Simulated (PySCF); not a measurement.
ScF2, SMILES [F][Sc+][F], charge +1.

The structure is a stationary point at ωB97X-D3(BJ)/def2-TZVP. The multiplicity is an assumed one; other spin states were not compared. The isomer is the one that the SMILES or the coordinates give; other isomers of the formula were not compared.

Calculation: PySCF with B3LYP/def2-TZVPD.

Isolated molecule, no solvent.

```
Item                                                               Value
------------------------------------------------  ----------------------
total energy                                          -960.37535 hartree
point group                                                          C2v
highest occupied level                                         -17.17 eV
lowest empty level                                              -9.45 eV
orbital gap                                                      7.72 eV
dipole moment about the centre of nuclear charge                  6.12 D
mean static polarisability                          19.1 bohr³ (2.83 Å³)
polarisability, principal values                  12.7, 16.1, 28.5 bohr³
```
